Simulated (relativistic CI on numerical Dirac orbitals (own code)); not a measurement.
# What each ingredient does to the levels of Yb⁶³⁺

Base calculation: Dirac-Coulomb-Breit CI, KLI orbitals optimised for each configuration, model QED, unscaled Slater integrals.

CI space (outside the closed core 1s2): 2s2 2p3, 2s 2p4, 2p5, 2p4 3s, 2p4 3p, 2p4 3d, 2s2 2p2 3s, 2s2 2p2 3p, 2s2 2p2 3d, 2s 2p3 3s, 2s 2p3 3p, 2s 2p3 3d, 2s2 2p2 4s, 2s2 2p2 4p, 2s2 2p2 4d, 2s2 2p2 4f, 2s2 2p 3s2, 2s 2p3 4s, 2s 2p3 4p, 2s2 2p 3s 3p, 2s 2p3 4d, 2s 2p3 4f, 2s2 2p2 5s, 2s2 2p 3s 3d, 2s2 2p2 5p, 2s2 2p 3p2, 2s2 2p2 5d, 2s2 2p2 5f, 2s2 2p2 5g, 2s2 2p 3p 3d, 2s 2p2 3s2, 2s2 2p 3d2, 2s 2p2 3s 3p, 2s 2p2 3s 3d, 2s 2p2 3p2, 2s 2p2 3p 3d. Levels of other configurations are missing.

Variants: (1) valence Slater integrals scaled by 0.9; (2) configuration mixing switched off; (3) only the first 3 configurations. Shifts of the energy above 2s2 2p3 2P°_3/2, in eV, for the lowest level and the first level of each name with at least 55 % of one term (blank where a level changes its place among those of its configuration and J or its character, or is not in the variant):

```tsv
Level	Base	Δ(1)	Δ(2)	Δ(3)
2s2 2p3 2P°_3/2	0.00	0.00	0.00	0.00
2s2 2p3 4S°_3/2	1071.50	+3.47	-1.33	-0.05
2s2 2p3 2D°_5/2	1094.60	+0.33	-1.30	-0.02
2s2 2p3 2P°_1/2	1142.60	-3.18	+1.02	-0.38
2s 2p4 4P_5/2	1389.85	+5.11	-1.72	-0.44
2s 2p4 2S_1/2	1488.92	-3.79	-1.59	-0.31
2s 2p4 4P_3/2	2487.30	+6.23	-1.90	-0.62
2s 2p4 2D_5/2	2527.66	+1.36	-1.63	-0.35
2s 2p4 2P_1/2	2587.06	-3.35	-1.43	-0.15
2p5 2P°_3/2	2948.06	-0.80	-7.23	+0.34
2p5 2P°_1/2	4047.89	-0.03	-3.65	+0.31
2s2 2p2 3s 4P_3/2	8949.51	+3.07	+1.38	
2s2 2p2 3s 2P_1/2	8959.39	+2.03	+0.94	
2s2 2p2 3s 2D_5/2	8969.13	+0.38	+1.00	
2s2 2p2 3s 2D_3/2	8975.56	-0.16	+1.24	
2s2 2p2 3p 4D°_3/2	9051.08	+3.34	+0.67	
2s2 2p2 3p 2F°_7/2	9384.78	+0.98	+0.25	
2s2 2p2 3p 2D°_5/2	9412.09	-1.56	+0.14	
2s2 2p2 3d 4D_1/2	9471.08	+3.04	-0.77	
2s2 2p2 3d 2G_9/2	9563.98	+1.00	-0.95	
2s2 2p2 3d 2F_7/2	9589.00	-1.57	-0.38
```

At this charge energies of transitions that change n are usually good to better than 1 %, and those within a shell (Δn = 0) to a few per cent.

Ionisation energy from the two ground configurations alone: base 14750.2 eV. The NIST ASD value (theoretical) is 14752 eV.

LS names give the leading component of a level, which can be under half, so a name can repeat, a term be missing and a line seem to break the LS rules.
